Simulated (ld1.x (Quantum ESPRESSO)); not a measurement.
Pseudopotential generation for europium: TM, PBE, fully relativistic.

| Property | Result |
| --- | --- |
| Element | europium |
| Generator | ld1.x (Quantum ESPRESSO) 7.5 |
| Type | norm-conserving Troullier–Martins (Kleinman–Bylander form) |
| Functional | PBE |
| Relativity | fully relativistic |
| Frozen core | [Kr] 4d10 4f7 |
| Valence charge | 10 |
| Reference configuration | 5s2 5p6 5d0 6s1 6p0 (charge +1) |
| Partial waves | 5s (bound): rc 1.85 bohr; 5p (bound): rc 2.55 bohr; 5d (bound, empty): rc 3.45 bohr |
| Local potential | the d channel |
| Core correction | Bessel-smoothed model core inside 1.00 bohr |

Open shells are filled in proportion to 2j + 1 (rel_dist='average').

Occupied shells without a wave of their own: 6s. They enter only through the test configuration that unscreens the potential, and ld1.x also counts them in the model core charge.

All-electron outer shells of the reference configuration (PBE, scalar-relativistic, ld1.x):

| shell | level (eV) | outermost node (bohr) | outermost maximum (bohr) |
| --- | --- | --- | --- |
| 5s | -50.91 | 0.67 | 1.23 |
| 5p | -30.01 | 0.72 | 1.41 |
| 4f | -8.90 | – | 0.60 |
| 6s | -8.53 | 1.66 | 3.38 |
| 5d | -7.13 | 0.82 | 2.08 |
| 6p | -5.34 | 1.99 | 4.35 |

(1) Is a potential produced?

Results:

(1) No. ld1.x (Quantum ESPRESSO) 7.5 stopped with "run_pseudo: Errors in PS-KS equation": the pseudo-atom solver did not find the valence states with the expected number of nodes, which is the usual sign of a ghost state. Before that it printed "Warning: n=2, l=0 expected 1 nodes, found 2".
